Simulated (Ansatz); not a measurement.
**What each rung costs, and what it gives**

Saddle point of SiHCl4F, singlet (SiCl₄ ([Cl][Si]([Cl])([Cl])[Cl]) + HF → SiCl₃F ([F][Si]([Cl])([Cl])[Cl]) + HCl; bonds formed: Si1–F7, Cl2–H6; bonds broken: Si1–Cl2, H6–F7), PBE0-D4/def2-TZVP structure:

```xyz
7
angstrom
Si -0.3948 -0.1744 -0.1628
Cl 1.9854 -0.2293 0.0166
Cl -0.2668 -1.8525 -1.3671
Cl -1.5159 -0.9173 1.3619
Cl -1.2525 1.1315 -1.4638
H 1.3095 0.8455 0.7341
F 0.1351 1.1965 0.8809
```

Barriers are electronic and count from the start structure reached by relaxing down the imaginary mode.

Program: Ansatz 0.2.0. Basis: as named in each row. Cores are frozen in the correlated methods. B3LYP uses VWN-RPA correlation. Extrapolation: Hartree–Fock as exp(−7.88 √X), correlation as X^−2.97.

Times are rough, for one single point on 8 threads of a shared host (Arm Neoverse V1).

The estimate by CCSD(T) at an estimated basis limit (MP2 extrapolated from triple and quadruple zeta, plus CCSD(T) − MP2 in triple zeta) is 147.4 kJ/mol.

| method | basis | time (s) | barrier (kJ/mol) | method less estimate |
| --- | --- | --- | --- | --- |
| HF | STO-3G | under 1 | 150.9 | 3.5 |
| PBE-D4 | STO-3G | under 1 | -73.3 | -220.7 |
| SPW92 | def2-SVP | under 1 | 44.3 | -103.1 |
| PBE-D4 | def2-SVP | under 1 | 85.1 | -62.3 |
| B3LYP-D4 | 6-31G | under 1 | 93.3 | -54.0 |
| PBE0-D4 | def2-SVP | under 1 | 109.9 | -37.5 |
| SPW92 | def2-TZVPP | 1 | 75.1 | -72.2 |
| PBE-D4 | def2-TZVPP | 2 | 115.1 | -32.3 |
| BLYP-D4 | def2-TZVPP | 2 | 129.0 | -18.4 |
| B3LYP-D4 | def2-TZVPP | 3 | 141.5 | -5.9 |
| BHLYP-D4 | def2-TZVPP | 3 | 160.8 | 13.5 |
| CCSD(T) | def2-SVP | 3 | 145.9 | -1.4 |
| CAM-B3LYP-D4 | def2-TZVPP | 3 | 138.7 | -8.7 |
| PBE0-D4 | def2-TZVPP | 3 | 133.9 | -13.5 |
| wB97M-V | def2-SVP | 4 | 107.3 | -40.1 |
| r2SCAN-D4 | def2-TZVPP | 4 | 122.0 | -25.4 |
| RPA on PBE | def2-TZVPP | 4 | 145.3 | -2.1 |
| B2PLYP | def2-TZVPP | 4 | 144.9 | -2.5 |
| PBE-QIDH | def2-TZVPP | 4 | 144.7 | -2.7 |
| r2SCAN0-D4 | def2-TZVPP | 5 | 136.4 | -11.0 |
| B97M-V | def2-TZVPP | 6 | 139.2 | -8.2 |
| wB97X-V | def2-TZVPP | 6 | 140.2 | -7.2 |
| wB97M-V | def2-TZVPP | 8 | 134.5 | -12.9 |
| MP2 | def2-QZVPP | 13 | 144.3 | -3.0 |
| CCSD(T) | def2-TZVPP | 140 | 150.1 | 2.7 |

All methods are single points on the PBE0-D4 structures; a negative value means that the method puts the saddle structure below the start.

No T1 diagnostic of these runs exceeds 0.011.

Labels in which every atom is bracketed show which atoms are joined, not bond orders.
